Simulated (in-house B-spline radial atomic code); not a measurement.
Values are calculated unless marked as measured or tabulated.
Correlation energy from the adiabatic connection: −Z/r, Z = 1.25

Two electrons in a singlet, external potential −Z/r, Z = 1.25 (atomic units). Full CI in B-splines (partial waves to l = 8, correlation up to 0.6 % small) with the density held fixed gives W(λ) = <V_ee>_λ − U, and E_c is the integral of W(λ) − W(0) from 0 to 1.

```csv
λ,W(λ) − W(0) (hartree)
0,0.00000
0.02,-0.00207
0.05,-0.00511
0.12,-0.01191
0.25,-0.02351
0.4,-0.03545
0.6,-0.04935
0.8,-0.06134
1,-0.07177
```

(1) Integrate the table by the trapezoid rule.

(2) Now use only three numbers: W(0) = -0.5499, the initial slope W'(0) = -0.1045 (extrapolated from the first points) and the strong-coupling limit of the point-charge-plus-continuum model, W∞ = -0.79138. What do second-order theory and the interpolation W(λ) = W∞ + (W(0) − W∞)/√(1 + 2χλ) of Seidl, Perdew and Levy give?

Answers

(1) The strips give -0.00002, -0.00011, -0.00060, -0.00230, -0.00442, -0.00848, -0.01107, -0.01331, which sum to -0.04031 hartree. The direct value, W(1) − W(0) + T_c with T_c = 0.03134, is -0.04043; the curve is convex, so chords lie above it and the trapezoids fall short in size by 0.31 %.

(2) Second order keeps the slope alone: E_c = W'(0)/2 = -0.05225, +29 % in size against -0.04043. Matching the slope fixes χ = W'(0)/(W∞ − W(0)) = -0.1045/(-0.24148) = 0.43275. Integrating, with s = √(1 + 2χ) = 1.365832, E_c = −(W(0) − W∞)(s − 1)/(s + 1) = −0.24148 × 0.365832/2.365832 = -0.03734 hartree, -7.6 % in size against the full result. At λ = 1 the formula gives W − W(0) = -0.06468 against -0.07177. Part of the miss can come from the model's W∞.
